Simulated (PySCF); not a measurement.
# BAs: frontier orbitals

PBE at R = 1.849 Å; basis B x2c-TZVPPall, As x2c-TZVPPall; spin-free X2C with a Gaussian nucleus; PySCF 2.14. State: ³Π (triplet), unpaired electrons σ ↑, π ↑. Only the outer orbitals are listed, counted within each symmetry.

| spin | orbital | occ. | ε (eV) | on B (%) | main shells (%) |
| --- | --- | --- | --- | --- | --- |
| α | 8σ | 1 | -16.13 | 19 | 78 As s, 14 B s |
| α | 9σ | 1 | -9.79 | 52 | 50 B s, 30 As p, 16 As s |
| α | 4π | 1 | -6.84 | 32 | 67 As p, 30 B p |
| α | 10σ | 1 | -6.32 | 68 | 44 B p, 31 As p, 24 B s |
| α | 4π | 1 | -6.07 | 35 | 64 As p, 34 B p |
| α | 5π | 0 | -2.86 | 64 | 64 B p, 31 As p |
| α | 5π | 0 | -2.31 | 61 | 60 B p, 35 As p |
| β | 8σ | 1 | -15.31 | 18 | 79 As s, 13 B s |
| β | 9σ | 1 | -8.71 | 40 | 43 As p, 37 B s, 15 As s |
| β | 4π | 1 | -5.71 | 30 | 69 As p, 29 B p |
| β | 4π | 0 | -5.43 | 29 | 70 As p, 28 B p |
| β | 10σ | 0 | -4.12 | 81 | 49 B s, 32 B p, 21 As p |
| β | 5π | 0 | -1.66 | 65 | 66 B p, 29 As p |

Question: Which are the highest filled and the lowest empty level, where do they sit, and how wide is the gap?

Answer: Highest filled β 4π at -5.71 eV (in %: 69 As p, 29 B p); lowest empty β 4π at -5.43 eV (in %: 70 As p, 28 B p); the gap at PBE is 0.28 eV. Both belong to one degenerate shell, split only by its one-sided filling, so this is no excitation gap.

```
bond order (Mayer)                              : 2.30
⟨S²⟩                                            : 2.007
charge on B (Mulliken, basis-dependent)         : 0.06
charge on B (Löwdin, basis-dependent)           : -0.55
dipole moment (positive dipole means B(−)As(+)) : 0.35 D
polarisability along the bond                   : 65.5 bohr³
polarisability across the bond                  : 37.3 bohr³
```

Spin–orbit coupling is left out. The state is the lowest determinant that a PBE0 search found; another state may lie lower at other levels.
